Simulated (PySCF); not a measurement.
Si(H)2(Cl)(NMe2) (C2H8ClNSi), SMILES CN(C)[SiH2]Cl.

Geometry optimised at ωB97X-D3(BJ)/def2-SVP. Other conformers were not sampled.

These are ωB97X/def2-TZVP (PySCF) values and carry that method's errors.

The molecule is in vacuum.

Computed frontier levels, gap, dipole moment and polarisability:
The highest occupied level is -9.21 eV and the lowest empty level comes out as 2.63 eV. The orbital gap is 11.84 eV and the dipole moment is 2.13 D. The quadrupole, principal values (traceless, Buckingham form, about the centre of nuclear charge) is -4.41, 1.95, 2.46 D·Å and the mean static polarisability is 68.7 bohr³ (10.18 Å³). The polarisability, principal values comes out as 64.6, 64.9, 76.5 bohr³.
